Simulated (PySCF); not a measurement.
Compound: C7H9NO.
SMILES with atom numbers: `[CH3:1][O:2][CH2:3][c:4]1[cH:5][cH:6][n:7][cH:8][cH:9]1` (hydrogens: H10, H11, H12 on C1; H13, H14 on C3; H15 on C5; H16 on C6; H17 on C8; H18 on C9)

Structure used (GFN2-xTB), in Å, numbered top down from 1:
```xyz
18
C7H9NO angstrom
C      3.0906   -0.6089    0.1936
O      1.7152   -0.7392   -0.0451
C      0.9942    0.4277    0.2602
C     -0.4754    0.2334    0.0116
C     -0.9852   -0.9667   -0.4643
C     -2.3532   -1.0712   -0.6650
N     -3.2041   -0.0877   -0.4314
C     -2.7159    1.0555    0.0199
C     -1.3695    1.2703    0.2600
H      3.2935   -0.3946    1.2511
H      3.5442   -1.5599   -0.0770
H      3.5287    0.1908   -0.4174
H      1.3582    1.2715   -0.3523
H      1.1478    0.7053    1.3180
H     -0.3207   -1.7898   -0.6679
H     -2.7920   -1.9895   -1.0333
H     -3.4441    1.8365    0.1965
H     -1.0210    2.2228    0.6311
```

ESP-fitted charges (e) from the PBE0/pcSseg-1 density (PySCF), one withheld:

```tsv
atom	bonded to	charge
C1	O2 H10 H11 H12	-0.2679
O2	C1 C3	-0.2193
C3	O2 C4 H13 H14	-0.1126
C4	C3 C5 C9	?
C5	C4 C6 H15	-0.6901
C6	C5 N7 H16	+0.5659
N7	C6 C8	-0.7592
C8	N7 C9 H17	+0.5980
C9	C8 C4 H18	-0.7852
H10	C1	+0.1162
H11	C1	+0.1476
H12	C1	+0.1144
H13	C3	+0.0942
H14	C3	+0.0944
H15	C5	+0.2012
H16	C6	+0.0276
H17	C8	+0.0183
H18	C9	+0.2322
```

Question: What is the charge on C4?

Answer: The charges add up to the total charge, 0. The others sum to -0.6243, which leaves +0.6243 e for C4 (substituted aromatic carbon); the computed value is +0.6242, the difference coming from rounding.

Question: Add each hydrogen's charge to the atom that carries it.

Answer: C1 +0.1103, C3 +0.0760, C5 -0.4889, C6 +0.5935, C8 +0.6163, C9 -0.5530. Atoms without hydrogen keep their charges.

Question: Across which bond do the charges differ most?

Answer: C4–C9: +0.6242 on C4 against -0.7852 on C9, a difference of 1.4094 e.

Question: Take the bonds between elements whose Pauling electronegativities differ by more than 0.25. In how many does the more electronegative atom carry the lower charge?

Answer: In 10 of 13; it doesn't in C1–O2, C6–H16 and C8–H17.

Question: How much positive and how much negative charge does this set hold in all?

Answer: +2.8342 e on 12 atoms and -2.8343 e on 6.

The ESP scheme fits charges at the nuclei, held to the total charge, to the electrostatic potential on points at 1.4 to 2.0 times the van der Waals radii. Geometry: GFN2-xTB, one conformer, isolated molecule.

These values come from a run that also computed NMR shieldings. Time: 40 s wall. Hardware: an x86-64 server with one thread, shared host.
